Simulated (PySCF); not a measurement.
Isomers of C6H2F4. Method: PBE0-D3(BJ)/def2-SVP geometry optimisation, gas phase (PySCF 2.14.0). Energies are electronic, without zero-point or thermal terms, for one conformer each. No frequencies were run at this level. Point groups hold within 0.08 Å.

Task: Order them by energy at this level, lowest first, and give relative energies in kcal/mol.
A. `Fc1ccc(F)c(F)c1F`
B. 1,2,4,5-tetrafluorobenzene (`c1c(F)c(F)cc(c1F)F`)

Result: B (0.0), A (3.3).

| SMILES | E (Eh) | E rel (kcal/mol) | dipole (D) | point group | A, B, C (MHz) |
| --- | --- | --- | --- | --- | --- |
| Fc1cc(F)c(F)cc1F | -628.07682 | 0.0 | 0.00 | D2h | 2287, 1031, 710.6 |
| Fc1ccc(F)c(F)c1F | -628.07156 | 3.3 | 2.22 | C2v | 2100, 1198, 762.9 |

Task: How do the relative energies change in single points at PBE0/pcSseg-1 (no added dispersion term) on the same geometries?

Result: 
```tsv
SMILES	PBE0-D3(BJ)/def2-SVP (kcal/mol)	PBE0/pcSseg-1 (kcal/mol)	shift
Fc1cc(F)c(F)cc1F	0.0	0.0	0.0
Fc1ccc(F)c(F)c1F	3.3	3.4	+0.1
```

Each column counts from its own lowest isomer. The order is unchanged; the largest shift is 0.1 kcal/mol.
